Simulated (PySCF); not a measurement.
# Ir⁺ (iridium, charge +1) across methods

[Xe] 4f14 5d7 6p1, one real determinant (an excited configuration). Calculation: PySCF 2.14, in def2-QZVPPD with the def2 core potential (60 electrons); a scalar-relativistic core potential.

```tsv
method	E (hartree)	mean ε 5d α (eV)	mean ε 5d β (eV)	mean ε 6p α (eV)	Σ⟨r²⟩ (bohr²)	⟨S²⟩
r2SCAN	-103.7149	-18.191	-16.102	-8.708	47.81	6.004
BP86	-103.7891	-17.865	-16.137	-8.717	47.95	6.001
r2SCANh	-103.6957	-18.835	-16.713	-8.927	47.84	6.004
PBE	-103.7025	-17.786	-15.948	-8.584	48.10	6.001
B97-3	-103.6921	-19.456	-17.661	-8.991	48.12	6.003
PBE0	-103.6684	-19.486	-17.509	-9.150	48.08	6.002
LDA	-103.4622	-17.905	-15.996	-8.721	48.08	6.001
revPBE	-103.7558	-17.743	-15.928	-8.549	48.10	6.001
UHF	-102.96378	-23.818	-21.286	-10.402	48.97	6.011
```

⟨L²⟩ = 13.79 against 20 for a pure G term, so this real determinant mixes terms. Energies and moments cover only the electrons outside the core potential. Spin-orbit coupling, absent here, splits the open shell strongly.
